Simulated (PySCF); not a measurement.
SCF from a fresh guess for triplet [PtCl3]+, at the PBE minimum. PySCF input:

```python
from pyscf import gto, scf, dft
mol = gto.M(atom='''
Pt     0.145460     0.000000    -0.000000
Cl    -2.070090    -0.000000     0.000000
Cl     0.629540     2.151250     0.000000
Cl     0.629540    -2.151250     0.000000''',
    basis={'Pt': 'def2-SVP', 'Cl': 'def2-SVP'},
    ecp={'Pt': 'def2-SVP'},
    charge=1, spin=2)
mf = dft.UKS(mol, xc='PBE0')
mf.grids.atom_grid = (50, 194)
aux = {'Pt': 'def2-universal-JKFIT', 'Cl': 'def2-universal-JKFIT'}
mf = mf.density_fit(auxbasis=aux)
mf.conv_tol = 1e-08
mf.diis_space = 10
mf.max_cycle = 60
mf.init_guess = 'minao'
mf.verbose = 4
mf.kernel()
```

Excerpt of the output (cycles alone):

```
init E= -1487.64254808077
cycle= 1 E= -1498.09541229118  delta_E= -10.5  |g|= 0.996  |ddm|= 5.77
cycle= 2 E= -1493.64646901661  delta_E= 4.45  |g|= 3.03  |ddm|= 4.12
cycle= 3 E= -1498.60983325696  delta_E= -4.96  |g|= 0.428  |ddm|= 3.36
cycle= 4 E= -1498.68434931839  delta_E= -0.0745  |g|= 0.167  |ddm|= 0.401
cycle= 5 E= -1498.69501188827  delta_E= -0.0107  |g|= 0.0942  |ddm|= 0.257
cycle= 6 E= -1498.70018248139  delta_E= -0.00517  |g|= 0.0136  |ddm|= 0.113
cycle= 7 E= -1498.70027468799  delta_E= -9.22e-05  |g|= 0.00249  |ddm|= 0.0153
cycle= 8 E= -1498.70027991601  delta_E= -5.23e-06  |g|= 0.000631  |ddm|= 0.00442
cycle= 9 E= -1498.70028103185  delta_E= -1.12e-06  |g|= 0.000416  |ddm|= 0.00271
cycle= 10 E= -1498.70028163274  delta_E= -6.01e-07  |g|= 0.000144  |ddm|= 0.00272
cycle= 11 E= -1498.70028171409  delta_E= -8.14e-08  |g|= 5.28e-05  |ddm|= 0.00122
cycle= 12 E= -1498.700281719  delta_E= -4.91e-09  |g|= 1.22e-05  |ddm|= 0.000243
Extra cycle  E= -1498.70028171949  delta_E= -4.9e-10  |g|= 1.24e-05  |ddm|= 6.78e-05
converged SCF energy = -1498.70028171949  <S^2> = 2.0085614  2S+1 = 3.0057022
```

No lower solution of this spin was found from smeared starts or by a stability analysis within the unrestricted form.

Open d and f shells are described by one determinant, and the ground state may have another occupation or spin. No spin–orbit coupling is included, which matters more the heavier the element.

The search for the lowest solution, 3 starts and the stability check together, took 21 s on 4 threads of a shared Intel Xeon Platinum 8259CL @ 2.50GHz (Skylake/Cascade Lake) host, with 86 basis functions; the process peaked at 0.45 GiB. Launch command: `OMP_NUM_THREADS=4 python axn.py task.json out`.
